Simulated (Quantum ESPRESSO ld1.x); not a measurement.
Results of a calculation; reference values are marked as such.
Question: All-electron atom: Rh in [Kr] 4d8 5s1. Level of theory: Dirac Kohn-Sham, relativistic LDA (MacDonald-Vosko exchange, VWN5 correlation), spin-unpolarised, spherical densities, point nucleus; open shells fill j = l - 1/2 first (ld1.x of Quantum ESPRESSO 7.5). Some entries of the table are withheld. Estimate them.

orbital,occ.,eigenvalue (eV),r(max) (bohr),<r^2> (bohr^2)
1s1/2,2,-22899.0,0.021,0.001448
2s1/2,2,-3323.47,0.120,0.02382
2p1/2,2,-3081.86,0.093,0.01784
2p3/2,4,-2938.48,0.097,0.01918
3s1/2,2,(1),(2),(3)
3p1/2,2,-498.280,0.340,0.1716
3p3/2,4,-473.587,0.348,0.1812
3d3/2,4,-303.530,(4),(5)
3d5/2,6,-298.637,(6),(7)
4s1/2,2,-82.1912,0.881,1.092
4p1/2,2,-53.0798,0.924,1.292
4p3/2,4,-49.1447,0.954,1.372
4d3/2,4,-6.3705,1.14,3.124
4d5/2,4,-5.9765,1.16,3.246
5s1/2,1,-4.5612,2.64,12.32

Answer: 
(1) 3s1/2 eigenvalue (eV): -593.543
(2) 3s1/2 r(max) (bohr): 0.354
(3) 3s1/2 <r^2> (bohr^2): 0.1758
(4) 3d3/2 r(max) (bohr): 0.290
(5) 3d3/2 <r^2> (bohr^2): 0.1627
(6) 3d5/2 r(max) (bohr): 0.292
(7) 3d5/2 <r^2> (bohr^2): 0.1656
